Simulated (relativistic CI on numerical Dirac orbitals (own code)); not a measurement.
**Ni4+: L2,3 absorption edge**

Computed with this model: Dirac-Coulomb-Breit CI, separate exchange-only KLI orbitals for each configuration, model QED (radiative potential, 1s self-energy scaled to tabulated hydrogen-like ionisation energies), multiplet model of core-to-valence dipole absorption, unscaled Slater integrals; configurations [Ar] 3d6 → [He] 2s2 2p5 3s2 3p6 3d7; 300 K; Lorentzian 0.4 eV and Gaussian 0.3 eV FWHM. Energies are those of the free ion, without screening or charge transfer. The branching ratio is the share of the lower-energy edge in the whole absorption, uncertain by about 0.02 where the edges overlap. S is read from ⟨S²⟩ = S(S + 1).

Field parameters in Wybourne normalisation: Oh B⁴₀ = 21Dq, B⁴₄ = √(5/14) B⁴₀. The field is a parameter set, without covalency.

Computed curve for Oh, 10Dq = 11300 cm⁻¹, scaled to 100 at the maximum (points under 2 are left out and the grid is thinned):

```tsv
Energy (eV)	Intensity
856.4	2.2
856.7	4.5
857.1	9.7
857.4	11.8
857.8	12.3
858.1	17.6
858.4	16.1
858.8	20.9
859.1	20.6
859.5	27.4
859.8	36.7
860.1	49.5
860.5	83.8
860.8	95.0
861.2	46.5
861.5	44.3
861.9	55.8
862.2	50.1
862.5	57.4
862.9	29.8
863.2	22.2
863.6	12.5
863.9	9.2
864.2	9.6
864.6	16.8
864.9	23.4
865.3	18.5
865.6	11.9
865.9	9.3
866.3	7.3
866.6	6.5
867.0	5.8
867.3	7.0
867.6	7.9
868.0	4.3
868.3	2.7
876.3	4.1
876.6	6.9
876.9	7.5
877.3	4.7
877.6	5.6
878.0	9.6
878.3	21.0
878.6	34.8
879.0	25.4
879.3	20.3
879.7	13.1
880.0	11.8
880.4	9.7
880.7	5.8
881.0	5.0
881.4	5.4
881.7	4.6
882.1	3.2
882.4	2.4
882.8	2.1
883.2	4.2
883.5	5.6
883.9	4.2
884.2	2.4
```

The ground state has S = 2.00, and the centroid lies at 865.32 eV.
